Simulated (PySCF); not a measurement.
PySCF input for BHF2, SMILES FBF, TDA-PBE0/def2-TZVPD. Geometry optimised at B3LYP-D3(BJ)/def2-TZVP.

```python
import numpy as np
from pyscf import gto, scf, dft, tdscf

mol = gto.M(
    atom='''
    B     0.00000000   -0.00000000   -0.45895286
    H    -0.00000001   -0.00000000   -1.64578349
    F    -0.00000000    1.12995815    0.21891932
    F    -0.00000000   -1.12995815    0.21891932
    ''',
    basis='def2-TZVPD',
    charge=0,
    spin=0,
    symmetry=True,
    max_memory=1600,
    verbose=4,
)
mf = dft.RKS(mol, xc='pbe0').density_fit(auxbasis='def2-universal-jkfit')
mf.grids.level = 3
mf.conv_tol = 1e-9
mf.max_cycle = 100
mf.kernel()
mf.grids = dft.Grids(mol).set(level=1).build(with_non0tab=True)  # coarser grid for the response kernel
td = tdscf.TDA(mf)
td.singlet = True
td.nstates = 10
td.conv_tol = 1e-4
td.kernel(x0=td.get_init_guess(mf, 15))
td.analyze()
tt = tdscf.TDA(mf)
tt.singlet = False
tt.nstates = 4
tt.conv_tol = 1e-4
tt.kernel(x0=tt.get_init_guess(mf, 9))
tt.analyze(verbose=3)
```

Output:

```
PySCF version 2.14.0

[INPUT] verbose = 4
[INPUT] num. atoms = 4
[INPUT] num. electrons = 24
[INPUT] charge = 0
[INPUT] spin (= nelec alpha-beta = 2S) = 0
[INPUT] symmetry True subgroup None
[INPUT] Mole.unit = angstrom
[INPUT] Symbol           X                Y                Z      unit          X                Y                Z       unit  Magmom
[INPUT]  1 B      0.000000000000   0.000000000000  -0.458952860000 AA    0.000000000000   0.000000000000  -0.867295209486 Bohr   0.0
[INPUT]  2 H     -0.000000010000   0.000000000000  -1.645783490000 AA   -0.000000018897   0.000000000000  -3.110080056431 Bohr   0.0
[INPUT]  3 F      0.000000000000   1.129958150000   0.218919320000 AA    0.000000000000   2.135311435720   0.413697558176 Bohr   0.0
[INPUT]  4 F      0.000000000000  -1.129958150000   0.218919320000 AA    0.000000000000  -2.135311435720   0.413697558176 Bohr   0.0

nuclear repulsion = 61.7082331892822
point group symmetry = C2v
symmetry origin: [-7.87385885e-10  0.00000000e+00 -2.36215769e-09]
symmetry axis x: [-1.00000000e+00 -0.00000000e+00  3.55887095e-09]
symmetry axis y: [ 0. -1.  0.]
symmetry axis z: [-3.55887095e-09  0.00000000e+00 -1.00000000e+00]
num. orbitals of irrep A1 = 49
num. orbitals of irrep A2 = 17
num. orbitals of irrep B1 = 23
num. orbitals of irrep B2 = 37
number of shells = 46
number of NR pGTOs = 173
number of NR cGTOs = 126
basis = def2-TZVPD
ecp = {}


[settings echo left out]
init E= -225.283446004223
HOMO (A1) = -0.422992760328913  LUMO (B1) = -0.049211285287184  gap/eV = 10.17111
cycle= 1 E= -225.065733968058  delta_E= 0.218  |g|= 0.604  |ddm|= 1.43
HOMO (B2) = -0.352345483039919  LUMO (B1) = -0.0152732325898641  gap/eV = 9.17220
cycle= 2 E= -224.999802798418  delta_E= 0.0659  |g|= 0.924  |ddm|= 0.622
HOMO (A1) = -0.400543467640805  LUMO (B1) = -0.0177461860581358  gap/eV = 10.41644
cycle= 3 E= -225.121385557383  delta_E= -0.122  |g|= 0.0122  |ddm|= 0.365
HOMO (A1) = -0.400859656901947  LUMO (B1) = -0.0162299614319708  gap/eV = 10.46631
cycle= 4 E= -225.121410511577  delta_E= -2.5e-05  |g|= 0.00484  |ddm|= 0.0145
HOMO (A1) = -0.401304906329393  LUMO (B1) = -0.0167755669064864  gap/eV = 10.46358
cycle= 5 E= -225.121414135451  delta_E= -3.62e-06  |g|= 0.000591  |ddm|= 0.00318
HOMO (A1) = -0.401127742977064  LUMO (B1) = -0.0165990909721678  gap/eV = 10.46356
cycle= 6 E= -225.121414226035  delta_E= -9.06e-08  |g|= 0.000145  |ddm|= 0.000833
HOMO (A1) = -0.401156545541735  LUMO (B1) = -0.0166268303780585  gap/eV = 10.46359
cycle= 7 E= -225.121414230439  delta_E= -4.4e-09  |g|= 2.08e-05  |ddm|= 0.000105
HOMO (A1) = -0.401155954266343  LUMO (B1) = -0.0166263202559483  gap/eV = 10.46358
cycle= 8 E= -225.1214142305  delta_E= -6.13e-11  |g|= 2.44e-06  |ddm|= 9.55e-06
HOMO (A1) = -0.401155559368188  LUMO (B1) = -0.0166260662043352  gap/eV = 10.46358
Extra cycle  E= -225.121414230501  delta_E= -5.12e-13  |g|= 2.5e-06  |ddm|= 2.07e-06
converged SCF energy = -225.121414230501
tot grids = 18256


******** <class 'pyscf.tdscf.rks.TDA'> for <class 'pyscf.df.df_jk.DFSymAdaptedRKS'> ********
nstates = 10 singlet
deg_eia_thresh = 1.000e-03
wfnsym = None
conv_tol = 0.0001
eigh lindep = 1e-12
eigh level_shift = 0
eigh max_cycle = 100


Excitation energies (eV)
[ 8.64098217  9.71682612 10.25213405 10.93500933 11.05827587 11.21521129
 11.73818484 11.81261064 12.20159838 12.25094629]

** Singlet excitation energies and oscillator strengths **
Excited State   1:   B1      8.64098 eV    143.48 nm  f=0.0584
      12 -> 13       -0.70030
Excited State   2:   A2      9.71683 eV    127.60 nm  f=0.0000
      11 -> 13        0.70248
Excited State   3:   A1     10.25213 eV    120.94 nm  f=0.0059
      12 -> 14       -0.70274
Excited State   4:   B2     10.93501 eV    113.38 nm  f=0.0005
      10 -> 13       -0.52085
      12 -> 16        0.44817
Excited State   5:   A1     11.05828 eV    112.12 nm  f=0.2541
      12 -> 15       -0.70235
Excited State   6:   B2     11.21521 eV    110.55 nm  f=0.0212
      10 -> 13        0.26923
      11 -> 14       -0.48836
      11 -> 15        0.12812
      12 -> 16        0.40289
Excited State   7:   B2     11.73818 eV    105.62 nm  f=0.2180
      10 -> 13        0.32971
      11 -> 14        0.49271
      12 -> 16        0.35826
Excited State   8:   A2     11.81261 eV    104.96 nm  f=0.0000
      10 -> 14        0.68556
      10 -> 15       -0.14469
Excited State   9:   B1     12.20160 eV    101.61 nm  f=0.0496
       8 -> 13        0.51041
      12 -> 17       -0.46625
Excited State  10:   B1     12.25095 eV    101.20 nm  f=0.0000
       8 -> 13        0.46134
      12 -> 17        0.51353

** Transition electric dipole moments (AU) **
state          X           Y           Z        Dip. S.      Osc.
  1        -0.5253     -0.0000     -0.0000      0.2759      0.0584
  2        -0.0000      0.0000     -0.0000      0.0000      0.0000
  3        -0.0000      0.0000      0.1534      0.0235      0.0059
  4         0.0000      0.0418      0.0000      0.0018      0.0005
  5         0.0000     -0.0000     -0.9684      0.9379      0.2541
  6         0.0000     -0.2779     -0.0000      0.0772      0.0212
  7         0.0000     -0.8706     -0.0000      0.7580      0.2180
  8        -0.0000      0.0000      0.0000      0.0000      0.0000
  9        -0.4075     -0.0000     -0.0000      0.1660      0.0496
 10         0.0127     -0.0000      0.0000      0.0002      0.0000

** Transition velocity dipole moments (imaginary part, AU) **
state          X           Y           Z        Dip. S.      Osc.
  1        -0.0806     -0.0000      0.0000      0.0065      0.0136
  2        -0.0000      0.0000      0.0000      0.0000      0.0000
  3        -0.0000      0.0000      0.0379      0.0014      0.0025
  4         0.0000     -0.0396      0.0000      0.0016      0.0026
  5         0.0000     -0.0000     -0.3701      0.1370      0.2247
  6        -0.0000     -0.0442     -0.0000      0.0020      0.0032
  7        -0.0000     -0.2712     -0.0000      0.0736      0.1137
  8        -0.0000      0.0000      0.0000      0.0000      0.0000
  9        -0.1428     -0.0000      0.0000      0.0204      0.0303
 10         0.0446     -0.0000      0.0000      0.0020      0.0029

** Transition magnetic dipole moments (imaginary part, AU) **
state          X           Y           Z
  1         0.0000     -1.2986      0.0000
  2         0.0000     -0.0000     -0.3131
  3         0.0000     -0.0000      0.0000
  4         0.4986      0.0000     -0.0000
  5         0.0000      0.0000     -0.0000
  6         0.9519      0.0000     -0.0000
  7         0.3704      0.0000     -0.0000
  8        -0.0000     -0.0000     -0.6265
  9        -0.0000     -0.3211     -0.0000
 10        -0.0000     -0.4910     -0.0000


******** <class 'pyscf.tdscf.rks.TDA'> for <class 'pyscf.df.df_jk.DFSymAdaptedRKS'> ********
nstates = 4 triplet
deg_eia_thresh = 1.000e-03
wfnsym = None
conv_tol = 0.0001
eigh lindep = 1e-12
eigh level_shift = 0
eigh max_cycle = 100


Excitation energies (eV)
[7.50749803 9.47055298 9.59481806 9.87336842]

** Triplet excitation energies and oscillator strengths **
Excited State   1:   B1      7.50750 eV    165.15 nm  f=0.0000
Excited State   2:   A2      9.47055 eV    130.92 nm  f=0.0000
Excited State   3:   B2      9.59482 eV    129.22 nm  f=0.0000
Excited State   4:   A1      9.87337 eV    125.57 nm  f=0.0000
```

The run converged.
